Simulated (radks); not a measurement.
All-electron atom: Mg+ in [Ne] 3s1 (the NIST ground configuration). All-electron calculation, scalar-relativistic Kohn-Sham, LDA (Slater exchange, Perdew-Wang correlation), spin-polarised, spherical densities, finite nucleus; open shells are filled with parallel spins first; Fermi nuclear charge, rms radius 3.057 fm. Program: a radial shooting solver on a logarithmic mesh with Libxc functionals.

Unscreened Slater integrals over Kohn-Sham orbitals (cm^-1). They are taken over the spin-up orbitals.

integral     value
F0(3s,3s)    72001
F0(3s,2p)    95606
G1(3s,2p)   6233.0
F0(3s,2s)    95401
G0(3s,2s)   4838.0
F0(3s,1s)   102910
G0(3s,1s)   2090.8
F0(2p,2p)   294830
F2(2p,2p)   132860
F0(2p,2s)   288320
G1(2p,2s)   172790
F0(2p,1s)   422700
G1(2p,1s)    52571
F0(2s,2s)   285000
F0(2s,1s)   405350
G0(2s,1s)    31036
F0(1s,1s)  1576200
